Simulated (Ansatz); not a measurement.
Species: C2H5O, SMILES `[CH2]CO` (H–C–C–O torsion 36°, C–C–O–H torsion 53°) (charge 0, multiplicity 2), formula C2H5O.

Q: How many basis functions does frozen-core CCSD(T)/cc-pVTZ // PBE0-D4/def2-TZVP (Ansatz, a quantum-chemistry and plane-wave program) use, how many core orbitals are frozen, and how many electrons are correlated?

A: 160 basis functions and 3 frozen orbitals, which leaves 19 correlated electrons. Core time is of the order of minutes.
